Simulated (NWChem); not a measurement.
Species: C₄H₆S; SMILES S1CCC=C1

```xyz
11

C      0.8897    -1.1758     0.0921
C      1.2796     0.1005     0.0251
S     -0.0256     1.2787    -0.2277
C     -1.2857    -0.0421     0.1131
C     -0.5895    -1.3985    -0.1277
H      1.5819    -2.0030     0.2190
H      2.2979     0.4675     0.0919
H     -1.5993     0.0585     1.1565
H     -2.1520     0.1157    -0.5323
H     -0.7629    -1.7461    -1.1584
H     -1.0060    -2.1649     0.5374
```
Atoms are numbered in this order, from 1.

Results from NWChem. Pople sets run with spherical d functions. The geometry was optimised at B3LYP/6-31G* (spherical d). Level: B3LYP/6-31G* with SMD (1 M gas to 1 M solution), gas-phase geometry.

For solvent water:

```yaml
solvation free energy (kcal/mol): -1.4
cavity-dispersion-structure term (kcal/mol): 2.3
dipole in solution (D): 2.41
```

Q: Estimate the same quantities for solvent toluene.

A: The solvation free energy (kcal/mol) comes out as -4.8. The cavity-dispersion-structure term (kcal/mol) comes out as -2.7. The dipole in solution (D) is 2.07.
